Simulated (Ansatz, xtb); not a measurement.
**Isomers of C5H9BS2 in order of energy**

3 gas-phase structures of C5H9BS2, from a drawn sample of its isomers (lower ones may exist). Each was relaxed with GFN2-xTB; where two conformers were screened, the lower at r2SCAN-D4/def2-SVP is listed:

A. `C=CC[C@@H]1CSBS1`, a singlet
B. `B1SC[C@H](C2CC2)S1`, a singlet
C. `C=C(C)B1SCCS1`, a singlet

Task: Make a reasoned guess at their ranking by r2SCAN-D4/def2-SVP single-point energy.

Result: Calculated order at r2SCAN-D4/def2-SVP: C (0.0), A (51.2), B (52.4) kJ/mol. Less than 1 kcal/mol parts A and B, so the order within that pair means little.

Energies above the lowest of each column, in kJ/mol; the last columns are at B3LYP/def2-SVP geometries:

```
structure  GFN2-xTB  HF/STO-3G  r2SCAN-D4/def2-SVP  B3LYP/def2-SVP  CCSD(T)/def2-SVP + ΔMP2/def2-TZVPP
        C      48.0        0.0                 0.0             0.0                                 0.0
        A      28.3       46.6                51.2            47.3                                44.1
        B       0.0       20.6                52.4            66.0                                64.9
```

CCSD(T)/def2-SVP + ΔMP2/def2-TZVPP puts C lowest; GFN2-xTB picks B. Flexible structures stand in one conformer each, not always the lowest. ΔMP2 is the change of the MP2 energy from the smaller to the larger basis.

Programs: Ansatz 0.2.0, xtb 6.7.1.
